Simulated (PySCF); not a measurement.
SMILES COc1ccsc1-c1sccc1C (C10H10OS2) (GFN2-xTB optimised geometry):

```
23

C      0.991    -3.293    -0.006
O      0.397    -2.018     0.000
C      1.223    -0.938     0.000
C      2.636    -0.938     0.000
C      3.154     0.318     0.000
S      1.940     1.529     0.000
C      0.675     0.334     0.000
C     -0.715     0.649    -0.002
S     -1.875    -0.653    -0.006
C     -3.178     0.467    -0.011
C     -2.748     1.754    -0.010
C     -1.341     1.878    -0.004
C     -0.640     3.195    -0.002
H      1.606    -3.452     0.885
H      1.602    -3.445    -0.902
H      0.165    -4.002    -0.007
H      3.243    -1.825     0.000
H      4.186     0.606     0.000
H     -4.186     0.104    -0.015
H     -3.410     2.603    -0.013
H     -1.368     4.002     0.007
H     -0.010     3.301    -0.884
H      0.001     3.292     0.874
```

Method: CAM-B3LYP/def2-SVP run with PySCF 2.14.0.

Problem. What are the frontier orbital energies and the dipole moment?

Solution. HOMO-2 -8.06 eV, HOMO-1 -7.86 eV, HOMO -6.39 eV, LUMO 0.17 eV, LUMO+1 1.84 eV; dipole moment 2.03 D.

Meta-Löwdin charges at CAM-B3LYP/def2-SVP: C1 -0.07, O2 -0.34, C3 0.17, C4 -0.17, C5 -0.23, S6 0.26, C7 -0.15, C8 -0.12, S9 0.27, C10 -0.25, C11 -0.14, C12 -0.01, C13 -0.30, H14 0.09, H15 0.09, H16 0.12, H17 0.11, H18 0.13, H19 0.12, H20 0.10, H21 0.10, H22 0.11, H23 0.11.
